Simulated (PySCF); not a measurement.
SMILES [Al]([SH])([SH])[CH3] (B3LYP/def2-SVP optimised geometry):

```
9

Al    -0.195     0.123     0.000
C     -1.142     1.828     0.000
H     -1.229     2.218    -1.029
H     -0.610     2.590     0.593
H     -2.164     1.731     0.402
S      2.010     0.123     0.000
H      2.164    -1.221    -0.040
S     -1.353    -1.751    -0.021
H     -0.292    -2.590    -0.050
```

Computed with B3LYP/def2-TZVP (PySCF).

### Question
What are the frontier orbital energies and the dipole moment?

### Answer
HOMO-2 -8.22 eV, HOMO-1 -7.74 eV, HOMO -7.25 eV, LUMO -0.77 eV, LUMO+1 -0.51 eV; dipole moment 0.03 D.

On the same geometry PBE/def2-TZVP (PySCF 2.14.0) gives HOMO-2 -7.26 eV, HOMO-1 -6.78 eV, HOMO -6.31 eV, LUMO -1.35 eV, LUMO+1 -1.03 eV; dipole moment 0.03 D.

Meta-Löwdin charges at B3LYP/def2-TZVP: Al1 0.72, C2 -0.64, H3 0.13, H4 0.13, H5 0.13, S6 -0.34, H7 0.10, S8 -0.34, H9 0.10.
